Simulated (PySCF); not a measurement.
**Dipole response of Tc⁺ (technetium, charge +1)**

[Kr] 4d5 5s1, high-spin 7S determinant. Calculation: PySCF 2.14, in aug-cc-pVTZ-PP with one added diffuse shell each of s, p, d, f, g type with ECP28MDF (7s7p6d4f3g, 113 functions); a scalar-relativistic core potential. Coupled (time-dependent) response in atomic units; α is the mean over directions.

```json
{"method": "UHF", "mean α (bohr³)": "47.17", "C₆ (like pair)": "358.5", "S(−4)": "1562"}
{"method": "PBE", "mean α (bohr³)": "33.68", "C₆ (like pair)": "251.1", "S(−4)": "629.0"}
{"method": "PBE0", "mean α (bohr³)": "35.90", "C₆ (like pair)": "266.9", "S(−4)": "760.6"}
```

S(−4) is the Cauchy moment in α(ω) = α(0) + S(−4) ω² + …

α(iu) at PBE:

```json
{"u (hartree)": "0", "α(iu) (bohr³)": "33.68"}
{"u (hartree)": "0.0500", "α(iu) (bohr³)": "32.20"}
{"u (hartree)": "0.100", "α(iu) (bohr³)": "28.64"}
{"u (hartree)": "0.200", "α(iu) (bohr³)": "20.85"}
{"u (hartree)": "0.300", "α(iu) (bohr³)": "15.43"}
{"u (hartree)": "0.500", "α(iu) (bohr³)": "9.731"}
{"u (hartree)": "0.750", "α(iu) (bohr³)": "6.494"}
{"u (hartree)": "1.00", "α(iu) (bohr³)": "4.766"}
{"u (hartree)": "1.50", "α(iu) (bohr³)": "2.945"}
{"u (hartree)": "2.00", "α(iu) (bohr³)": "2.005"}
{"u (hartree)": "3.00", "α(iu) (bohr³)": "1.088"}
{"u (hartree)": "5.00", "α(iu) (bohr³)": "0.4542"}
```

For an ion, C₆ is the dispersion term alone; charge-induced terms of lower order in 1/R come first.

Energies and moments cover only the electrons outside the core potential.
